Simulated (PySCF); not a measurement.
Computed shifts of a molecule C4H9N, PBE/pcSseg-1 (PySCF), GIAO, gas phase, equivalent atoms averaged, in ppm (number of nuclei): ¹³C: 162.2 (1), 65.2 (1), 27.9 (1), 21.0 (1). ¹⁵N: 388.1 (1). ¹H: 8.00 (1), 4.20 (1), 3.21 (1), 2.22 (3), 1.48 (3). References: ¹³C against TMS (σ = 182.0 ppm); ¹⁵N against NH3 (σ = 267.0 ppm); ¹H against TMS (σ = 31.49 ppm), references at their B3LYP-D3(BJ)/def2-TZVP geometries, non-relativistic. The structure is a stationary point at PBE0-D3(BJ)/def2-SVP. The values are those of a single conformer.

Task: Which structure fits?
(A) C[C@H]1CCN1
(B) C=CCCN
(C) C=C[C@H](C)N
(D) C/C=N/CC

Result: D, C/C=N/CC
